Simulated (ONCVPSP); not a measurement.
## Reading a pseudo-wave (Ag (Z = 47))

Columns: radius, all-electron u(r) and pseudo u(r) of the 4s shell (level -94.97 eV) of silver in the configuration [Ar] 3d10 4s2 4p6 4d10 5s1; PBEsol, scalar-relativistic, ONCV scheme, ONCVPSP 4.0.1.

| r (bohr) | all-electron | pseudo |
| --- | --- | --- |
| 0.088 | 0.4411 | 0.1835 |
| 0.175 | -0.1756 | 0.3597 |
| 0.262 | -0.6700 | 0.5259 |
| 0.350 | -0.5012 | 0.6792 |
| 0.438 | -0.0027 | 0.8130 |
| 0.525 | 0.5067 | 0.9213 |
| 0.612 | 0.8927 | 1.0016 |
| 0.700 | 1.1248 | 1.0508 |
| 0.788 | 1.2186 | 1.0671 |
| 0.875 | 1.2112 | 1.0521 |
| 0.962 | 1.1399 | 1.0097 |
| 1.050 | 1.0321 | 0.9434 |
| 1.138 | 0.9094 | 0.8590 |
| 1.225 | 0.7866 | 0.7637 |
| 1.312 | 0.6704 | 0.6628 |
| 1.400 | 0.5638 | 0.5623 |
| 1.487 | 0.4708 | 0.4706 |
| 1.575 | 0.3894 | 0.3893 |
| 1.662 | 0.3210 | 0.3210 |
| 1.750 | 0.2628 | 0.2627 |
| 1.838 | 0.2142 | 0.2142 |
| 1.925 | 0.1746 | 0.1745 |
| 2.012 | 0.1418 | 0.1418 |
| 2.100 | 0.1147 | 0.1147 |
| 2.188 | 0.0926 | 0.0926 |
| 2.275 | 0.0748 | 0.0748 |

**Question.** How many radial nodes do the two functions have?

**Answer.** The all-electron 4s function has n − l − 1 = 3 (the table is too coarse to show those close to the nucleus); the pseudo-wave has 0, since the states of the same l below it are removed with the core.

**Question.** At about which radius was the pseudo-wave matched?

**Answer.** 1.55 bohr, where the columns begin to agree (steps of 0.09 bohr).

**Question.** Is the pseudo-wave norm-conserving?

**Answer.** Yes: the ONCV scheme keeps the norm inside the radius equal to the all-electron one, which fixes the energy derivative of the logarithmic derivative at the level.
